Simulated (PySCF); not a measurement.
Molecule: `N[B-]1(O)[NH2+][BH2-][NH2+]1`, B2H9N3O.

Numbering as in the mapped SMILES `[NH2:1][B-:2]1([OH:3])[NH2+:4][BH2-:5][NH2+:6]1`. Each H is labelled by its parent atom.

Geometry PBE0-D3(BJ)/def2-SVP throughout; GIAO in PySCF 2.14, gas phase, one conformer, non-relativistic; equivalent atoms averaged; functional PBE0.

Question: How do the shifts δ (against NH3, BF3·OEt2, H2O, TMS at the same level) depend on the basis set? (a selection of nuclei; ppm; last column core-seconds on shared hosts with different chips, so compare them loosely)

Answer: 
| basis set | functions | N4/N6 | N1 | B2 | B5 | O3 | Hb(B5) | Ha(B5) | H(N1) | H(O3) | core-s |
| --- | --- | --- | --- | --- | --- | --- | --- | --- | --- | --- | --- |
| STO-3G | 39 | 7.2 | -4.4 | 5.4 | -3.1 | -10.3 | 1.70 | 1.65 | -0.49 | -1.92 | 4.1 |
| 6-31G | 72 | 37.6 | 27.6 | -4.0 | -20.2 | 52.0 | 3.29 | 3.24 | -0.23 | 0.07 | 9.1 |
| 6-31G* | 102 | 40.0 | 26.4 | -1.2 | -17.5 | 51.0 | 2.99 | 2.96 | -0.36 | 0.02 | 14 |
| def2-SVP | 129 | 49.6 | 31.6 | -0.2 | -19.1 | 63.3 | 2.56 | 2.56 | -0.06 | 0.16 | 13 |
| pcSseg-1 | 147 | 60.6 | 38.8 | -1.1 | -19.5 | 74.2 | 2.79 | 2.73 | 0.08 | 0.35 | 13 |
| 6-311+G(2d,p) | 216 | 53.3 | 38.3 | -1.9 | -20.0 | 65.7 | 2.80 | 2.76 | -0.03 | -0.14 | 33 |
| def2-TZVP | 240 | 57.3 | 39.2 | -1.1 | -19.7 | 69.5 | 2.82 | 2.77 | -0.08 | -0.16 | 40 |

Question: Which nucleus among those listed moves most, in ppm?

Answer: O3 (oxygen bonded to B, H): from -10.3 ppm with STO-3G to 74.2 ppm with pcSseg-1. The smallest spread is 0.57 ppm, at H(N1).

Question: Taking the largest basis, def2-TZVP (240 functions), as the yardstick, rank the others by their worst heavy-atom deviation.

Answer: 6-311+G(2d,p) 4.0 ppm (216 functions), pcSseg-1 4.7 ppm (147 functions), def2-SVP 7.7 ppm (129 functions), 6-31G* 18.6 ppm (102 functions), 6-31G 19.7 ppm (72 functions), STO-3G 79.8 ppm (39 functions).

A small basis that lands close on one nucleus may do so by chance; judge by the trend and by all nuclei.
